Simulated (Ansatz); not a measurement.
Compare A (`CB(C)O[SiH3]`) with its isomer B (`BC([SiH3])OC`).

Computed with Ansatz on PBE0-D4/def2-TZVP structures; ΔE is electronic, products minus reactants. CCSD(T)/CBS adds triple-zeta CCSD(T) − MP2 to the extrapolated MP2 energy (def2 sets, frozen cores). Functionals use def2-TZVPP. B3LYP here is the variant with VWN-RPA as its local correlation; programs differ in this. Each species was taken in one conformer, which may not be the lowest.

A:

```xyz
14

C    -1.352   -0.385   -0.492
B     0.208   -0.169   -0.482
C     1.108   -0.539   -1.712
O     0.820    0.370    0.617
Si    0.250    0.868    2.081
H    -1.678   -1.117   -1.232
H    -1.833    0.566   -0.759
H    -1.760   -0.671    0.483
H     0.655   -0.219   -2.655
H     2.120   -0.138   -1.645
H     1.183   -1.632   -1.780
H     1.401    1.420    2.833
H    -0.787    1.919    1.911
H    -0.335   -0.274    2.832
```

B:

Z-matrix (Å, degrees):
```
Si
C 1 1.976
B 1 2.465 2 37.9
H 1 1.489 2 111.5 3 24.8
H 1 1.483 2 106.3 3 142.3
H 1 1.483 2 110.8 3 -97.0
O 2 1.397 1 112.0 3 -120.7
H 2 1.098 1 103.2 3 117.3
H 3 1.194 1 116.4 2 111.5
H 3 1.199 1 93.2 2 -121.7
C 7 1.403 2 114.0 1 -81.2
H 11 1.090 7 107.3 2 -178.5
H 11 1.098 7 111.2 2 -59.4
H 11 1.098 7 111.9 2 62.2
```

Question: Which isomer does CCSD(T)/CBS put lower? Give the gap. (Best estimate.)

Answer: The calculation gave: A, by 101.4 kcal/mol.

Question: Give E(B) − E(A) in kcal/mol with CCSD(T)/def2-TZVPP, r2SCAN-D4, B3LYP-D4, B2PLYP, MP2/def2-TZVPP, B3LYP, HF/def2-TZVPP. (Best estimate.)

Answer: The calculation gave: CCSD(T)/def2-TZVPP 100.7, r2SCAN-D4 99.4, B3LYP-D4 99.5, B2PLYP 101.7, MP2/def2-TZVPP 103.6, B3LYP 100.2, HF/def2-TZVPP 107.6. None reverses the order clearly.

Largest T1 diagnostic: 0.013.

In def2-TZVPP, CCSD(T) changes the Hartree–Fock value by −6.8 kcal/mol (the triples alone add −1.5 kcal/mol) and MP2 by −4.0 kcal/mol. From PBE to PBE0 (25 % exact exchange), in def2-TZVPP and without D4, E(B) − E(A) moves by +3.8 kcal/mol.
